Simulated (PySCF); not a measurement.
Sn(H)(F)2(OH) (F2H2OSn), SMILES [OH][SnH]([F])[F].

Geometry optimised at B3LYP-D3(BJ)/def2-SVP. The def2 effective core potentials stand for the cores of Sn; spin–orbit coupling is left out. The values are those of a single conformer.

Calculation: HF/def2-TZVPD (PySCF).

Symmetry labels are those of the subgroup Cs that the program uses (full group Cs).

Computed valence orbital energies around the gap with their symmetry:
| orbital | symmetry | energy (eV) |
|---|---|---|
| HOMO−7 | A" | -17.37 |
| HOMO−6 | A' | -17.33 |
| HOMO−5 | A' | -17.08 |
| HOMO−4 | A" | -16.86 |
| HOMO−3 | A" | -16.55 |
| HOMO−2 | A' | -15.05 |
| HOMO−1 | A' | -14.39 |
| HOMO | A" | -14.32 |
| LUMO | A' | 1.05 |
| LUMO+1 | A' | 1.71 |
| LUMO+2 | A" | 1.76 |
| LUMO+3 | A' | 1.82 |
